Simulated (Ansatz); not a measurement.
Molecule: BeCl, charge 0, multiplicity 2. SMILES: [Cl][Be]
Geometry: optimised at B3LYP-D3(BJ)/def2-TZVP (Ansatz, a first-principles code).

Atomisation energy built up term by term with Ansatz (kcal/mol; UHF references for open shells; valence terms freeze the core; atomic spin-orbit terms are left out; no core correlation term is included; no scalar relativity (X2C) term is included). CBS(X,Y): correlation extrapolated as X^-3; Hartree-Fock from the larger set.

```
term                                     basis  kcal/mol
----------------  ----------------------------  --------
Hartree-Fock                       def2-QZVPPD     84.12
CCSD correlation  CBS(def2-TZVPPD,def2-QZVPPD)      5.11
(T)               CBS(def2-TZVPPD,def2-QZVPPD)      2.87
sum: De                                             92.1
```

(T) makes 3.1 % of the CCSD(T) atomisation energy; under 5 % is typical of single-reference molecules.
